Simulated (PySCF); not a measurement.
All values below come from TPSSh-D3(BJ)/def2-TZVP // BP86-D3(BJ)/def2-SVP in PySCF 2.14.0. Isolated molecules, 0 K electronic values unless said otherwise. One relaxed conformer stands for a flexible species; it need not be the lowest. 

Reference species: [Hf(Cl)4] (neutral, multiplicity 1).

```json
{
 "mean_distance_from_the_central_atom_to_its_bonded_neighbours": "2.338 Å",
 "coordination_number": "4",
 "HOMO–LUMO gap": "6.31 eV"
}
```

After one change: the mean distance from the central atom to its bonded neighbours falls by 0.396 Å; the coordination number is nearly the same; the HOMO–LUMO gap increases by 1.01 eV.

Q: Name the change that produced these shifts. The new species is one of these.
A) [Hf(Cl)3(OH)]
B) [Hf(OH)4]
C) [Hf(Cl)2(OH)2]
D) [Hf(Cl)(OH)3]

A: B, [Hf(OH)4]
